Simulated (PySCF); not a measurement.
# WBr⁺ at ROHF-SCS-MP2

Computed with ROHF-SCS-MP2; basis W def2-TZVPPD with ECP60, Br def2-TZVPPD; scalar-relativistic core potentials; PySCF 2.14.

For WBr⁺, the state is ⁵Π (quintet), unpaired electrons σ ↑, π ↑, δ ↑↑ and the bond length is 2.293 Å. The harmonic wavenumber is 331 cm⁻¹, the force constant is 3.57 mdyn/Å and the rotational constant Be is 0.05803 cm⁻¹. The anharmonicity ωexe is 0.601 cm⁻¹ and the vibration–rotation constant αe is 0.000139 cm⁻¹.

Correlated steps freeze 9 core orbitals. De is left out where the level can put another filling of the metal’s s and d shells below the measured ground configuration, by anything from nothing to about 1 eV. These are scalar-relativistic numbers at best; spin–orbit coupling would shift them, the dissociation energy most. With d or f electrons several states lie close, and the lowest PBE0 determinant need not be the measured ground state.
